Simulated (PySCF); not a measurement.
A calculated (UHF, PySCF 2.14, def2-TZVP, no relativity, point nucleus) atom or ion has these occupied shells.

```
shell  electrons  orbital energy (eV)  rms radius, mean of both spins (bohr)
   1s          2              -75.983                                  0.667
```

**Question.** Name the element and its charge.

**Answer.** Li⁺ (lithium, charge +1), in 1s2, closed-shell 1S.
